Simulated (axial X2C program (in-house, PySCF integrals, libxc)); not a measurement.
# Estimating the spin–orbit splitting of the π levels of LuBr

Calculated with an axial X2C code built on PySCF integrals. Spin-free means the one-electron spin-free X2C Hamiltonian; two-component (2c) means X2C with spin–orbit coupling and atomic mean-field two-electron Coulomb and Gaunt terms, so the difference of the two also holds small scalar two-electron terms. Basis: Lu dyall-cv3z [13s14p10d8f5g], Br dyall-cv3z [8s9p6d4f1g] (cores contracted in-house); Gaussian nuclei, density fitting, unrestricted open shells. Masses: Lu 174.941 u, Br 78.918 u.

Hartree–Fock at 2.541 Å, closed shell. Valence p splittings ε(p3/2) − ε(p1/2) of spherical Dirac–Hartree–Fock atoms with fractionally filled p shells: Br 4p 0.555 eV.

| filled π level (eV), spin-free | Lu p share | Br p share |
| --- | --- | --- |
| -11.16 | 0.03 | 0.78 |

In first order a p shell splits by 3ζ/2 and a π orbital by ζ. Estimate the splitting of each π level from the shares.

level -11.16 eV: (2/3) × (0.78 × 0.555) = 0.29 eV.

The two-component Hartree–Fock calculation gives:

```csv
ε(ω = 1/2) (eV),σ share of it,ε(ω = 3/2) (eV),splitting (eV),estimate (eV)
-11.299,0.05,-10.989,0.31,0.29
```

The estimate leaves out the mixing of π1/2 with σ1/2 levels, which pushes the ω = 1/2 spinor up or down, the d and f parts of the orbital, small shares of the strongly split outer-core p shell of a metal, the Gaunt term (absent from the atomic values), and the change of the atomic p orbitals with charge; Löwdin shares depend on the basis.
